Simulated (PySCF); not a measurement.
**Where the electron goes**

C4H8P2S.
Z-matrix (Å and degrees, PBE0-D3(BJ)/def2-SVP geometry), rows numbered from 1:
```
C 
C   1  1.3353
C   2  1.4732  1  124.23
C   3  1.5374  2  119.89  1  -141.89
P   4  1.8080  3   66.33  2  -108.87
P   5  2.2000  3  105.52  4    98.85
S   5  1.9417  3  124.72  4  -108.27
H   1  1.0925  2  121.12  3  -178.94
H   1  1.0946  2  121.66  3     0.86
H   2  1.0965  1  119.87  3   178.47
H   3  1.0964  2  114.95  1     2.21
H   4  1.0946  3  117.69  5  -112.95
H   4  1.0956  3  116.01  5   106.59
H   6  1.4279  5   92.85  3  -160.23
H   6  1.4273  5   92.37  3   106.41
```

Theory: TDDFT PBE0/def2-SVPD, vertical, gas phase, core orbitals frozen in the response in PySCF 2.14.0, density-fitted response routines.

Frontier orbitals with the atoms that hold most of them (Löwdin shares over 4%, at most four atoms; ? is withheld):

```csv
orbital,ε (eV),atoms
LUMO+2,0.07,"P6 26%, C4 12%, H15 12%, S7 10%"
LUMO+1,-0.54,"P5 19%, C1 15%, P6 14%, C2 13%"
LUMO,-1.05,?
HOMO,-6.40,?
HOMO-1,-6.70,"S7 66%, P6 13%, P5 12%"
HOMO-2,-7.65,"C1 30%, C2 27%, S7 13%, P5 7%"
HOMO-3,-8.77,"P6 52%, S7 16%, P5 12%, H15 7%"
```

(1) Which atoms hold the HOMO, and with what shares?

(2) Give the leading atoms of the LUMO.

(3) How does S1 compare with the orbital gap of 5.34 eV?

(4) One configuration dominates each of S1, S2, S3 and S4. Which, and how do the shares of the two leading atoms of either orbital change from the occupied to the empty one?

## Answers

(1) S7 (bonded to P) 58%; P5 (bonded to 2 C, P and S) 15%; C3 (bonded to 2 C, P and H) 10%; C4 (bonded to C, P and 2 H) 6%. By element: sulfur 58%, carbon 16% or more, phosphorus 15% or more.

(2) P6 (bonded to P and 2 H) 40%; P5 (bonded to 2 C, P and S) 17%; S7 (bonded to P) 16%; C3 (bonded to 2 C, P and H) 5%. By element: phosphorus 57%, sulfur 16%, carbon 5% or more.

(3) S1 is at 4.12 eV (f = 0.010), 1.22 eV below the gap, made of HOMO→LUMO (95%). Without the coupling terms of the response equations the lowest excitation would equal the gap.

(4) 
- S1 (4.12 eV, f 0.010), HOMO→LUMO (95%): S7 58% → 16%, P5 15% → 17%, P6 at most 7% → 40%
- S2 (4.62 eV, f 0.096), HOMO-1→LUMO (94%): S7 66% → 16%, P6 13% → 40%, P5 12% → 17%
- S3 (4.88 eV, f 0.086), HOMO→LUMO+1 (92%): S7 58% → at most 13%, P5 15% → 19%, C1 at most 7% → 15%
- S4 (5.00 eV, f 0.0074), HOMO-1→LUMO+1 (92%): S7 66% → at most 13%, P6 13% → 14%, P5 12% → 19%, C1 at most 4% → 15%

One conformer stands for the species.
